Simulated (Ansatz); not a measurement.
Input file for Ansatz (a quantum-chemistry and plane-wave program): R-HF/def2-TZVPP on CH4Cd (SMILES [CH3][CdH]), atoms moved off the minimum. Elements past Kr take the def2 small-core potentials; no spin–orbit coupling.

Ansatz 0.2 input:
```yaml
crystal:
  periodic: [false, false, false]
  atoms:
    - {symbol: Cd, position_ang: [-0.26246010, -0.16505773, -0.08757217]}
    - {symbol: H, position_ang: [-1.80143411, -0.92643598, -0.23137370]}
    - {symbol: C, position_ang: [1.62266768, 0.83634175, 0.16238213]}
    - {symbol: H, position_ang: [2.08164912, 0.57219878, 1.22055038]}
    - {symbol: H, position_ang: [1.48975695, 1.93892113, 0.25868386]}
    - {symbol: H, position_ang: [2.26170485, 0.60333409, -0.62609897]}
basis:
  gaussian:
    orbitals: def2-TZVPP
hamiltonian:
  xc: {name: HF}
scf: {lower_state_search: off}
output: {forces: true}
```

The head of its log:

```
WARN ansatz: RAYON_NUM_THREADS=1 ignored (pool sized by the plan → 1); use --threads N
Functional definition: HF
these checks for a lower state are left out or cut short: stability, starts, cluster_reference, orbital_swaps, neighbouring_geometries, increment
integrals: 0.04 GiB planned
985 factors; their error is unknown
mean field: 0.30 GiB planned
mean field evaluation 1: about -5631.2229 eV, gradient 2.8e1 eV
mean field evaluation 2: about -5632.7844 eV, gradient 1.5e1 eV
```

Q: Give the final energy of this run.

A: -207.0328 hartree.
